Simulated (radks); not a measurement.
The numbers below are computed, except where a source is named.
Tc XVII, configuration [Ar] 3d9. Level of theory: non-relativistic Kohn-Sham, TPSS, spin-polarised, spherical densities, point nucleus; open shells are filled with parallel spins first (spin-orbit coupling, left out, can overturn this in heavy ions); meta-GGA in the generalised Kohn-Sham scheme; relativity is left out, which matters for an element this heavy (a radial shooting solver on a logarithmic mesh with Libxc functionals).

Unscreened Slater integrals over Kohn-Sham orbitals (cm^-1). They are taken over the spin-up orbitals. Empty in this configuration: 4s.

integral    value
F0(3d,3d)  523560
F2(3d,3d)  261980
F4(3d,3d)  167390
F0(3d,3p)  497410
F2(3d,3p)  241150
G1(3d,3p)  275380
G3(3d,3p)  177520
F0(3d,3s)  491280
G2(3d,3s)  205130
F0(3d,4s)  275150
G2(3d,4s)   25391
F0(3p,3p)  481650
F2(3p,3p)  243840
F0(3p,3s)  476180
G1(3p,3s)  312810
F0(3p,4s)  271960
G1(3p,4s)   26082
F0(3s,3s)  471790
F0(3s,4s)  270970
G0(3s,4s)   19485
F0(4s,4s)  218460

Derived for the open shells (J is the average intra-shell exchange parameter used in DFT+U). 3d: Racah B = F2/49 - 5 F4/441 = 3449 cm^-1, C = 35 F4/441 = 13280 cm^-1, C/B = 3.85, F4/F2 = 0.639, J = (F2 + F4)/14 = 30670 cm^-1.
